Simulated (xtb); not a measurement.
C₄H₁₀BeS, SMILES C[C](C)(C)[Be][SH]. All values are semi-empirical tight-binding results from xtb (GFN2-xTB unless named), good for trends rather than for accurate numbers. Geometry optimised at GFN2-xTB. One conformer was computed; it need not be the lowest.

Optimised geometry:

Bonded distances (Å): Be1–C2 1.754, Be1–S15 1.905, C2–C3 1.543, C2–C4 1.540, C2–C5 1.540, C3–H6 1.091, C3–H7 1.088, C3–H8 1.088, C4–H9 1.088, C4–H10 1.087, C4–H11 1.092, C5–H12 1.087, C5–H13 1.088, C5–H14 1.092, S15–H16 1.318. Bond angles (°): C2–Be1–S15 177.4, Be1–C2–C3 108.3, Be1–C2–C4 113.9, Be1–C2–C5 114.0, C3–C2–C4 106.7, C3–C2–C5 106.7, C4–C2–C5 106.7, C2–C3–H6 110.0, C2–C3–H7 111.4, C2–C3–H8 111.4, H6–C3–H7 107.9, H6–C3–H8 107.9, H7–C3–H8 108.2, C2–C4–H9 111.3, C2–C4–H10 111.1, C2–C4–H11 110.0, H9–C4–H10 108.2, H9–C4–H11 108.0, H10–C4–H11 108.0, C2–C5–H12 111.2, C2–C5–H13 111.3, C2–C5–H14 110.0, H12–C5–H13 108.2, H12–C5–H14 108.0, H13–C5–H14 108.0, Be1–S15–H16 102.9.
Charge 0, spin multiplicity 1.

For metal compounds this method's bond lengths and energies can be far off.

The orbital gap is 4.01 eV, the zero-point energy comes out as 80.6 kcal/mol and the G − E(el) at 298.15 K (modified RRHO) is 58.5 kcal/mol.

Computed atomic charges and the Wiberg bond orders between heavy atoms:
charges (e) Be1 0.54, C2 -0.14, C3 -0.11, C4 -0.11, C5 -0.11, H6 0.04, H7 0.02, H8 0.02, H9 0.02, H10 0.02, H11 0.04, H12 0.02, H13 0.02, H14 0.04, S15 -0.51, H16 0.18. Bond orders Be1–C2 0.92, C2–C3 0.99, C2–C4 1.00, C2–C5 1.00, Be1–S15 1.07.
